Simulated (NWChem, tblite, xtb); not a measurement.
**A ladder of methods for CH5AlClN (SMILES C[NH][AlH][Cl])**

CH5AlClN has 9 atoms, charge 0, and is taken as a singlet. As SMILES, `C[NH][AlH][Cl]`. Geometry: relaxed at PBE0-D4/def2-TZVP. This is one conformer, not always the lowest.

```xyz
9

C     0.0289    0.7785   -1.0250
N     0.1236   -0.4964   -0.3439
Al   -0.0421   -0.8671    1.3661
Cl   -0.4368    0.7288    2.6733
H     0.9590    1.0398   -1.5422
H    -0.7809    0.7925   -1.7632
H    -0.1756    1.5702   -0.3018
H     0.3133   -1.2556   -0.9821
H     0.0991   -2.3370    1.9019
```

Each level gives the dipole moment (D). The values are calculated.

```tsv
level	kind	program	value (D)	CPU time
GFN1-xTB	semi-empirical	tblite	3.18	under 2 s
GFN2-xTB	semi-empirical	xtb	2.13	under 2 s
GFN0-xTB	semi-empirical	xtb	1.82	under 2 s
IPEA1-xTB	semi-empirical	tblite	3.67	under 2 s
HF/STO-3G	Hartree–Fock	NWChem	3.29	3.1 s
HF/3-21G	Hartree–Fock	NWChem	3.47	3.5 s
HF/aug-cc-pVDZ	Hartree–Fock	NWChem	2.23	4.3 min
B3LYP/6-31G* (spherical functions)	global hybrid	NWChem	2.63	27 s
B3LYP/6-31G* (Cartesian functions)	global hybrid	NWChem	2.63	31 s
```

The values span 1.82 to 3.67 D. Magnitudes only. Sets without polarisation functions give poor dipoles. Without the sets that lack polarisation functions the rows with a basis span only 2.23 to 2.63 D. CPU times are rough (shared hosts, several kinds of processor and program).
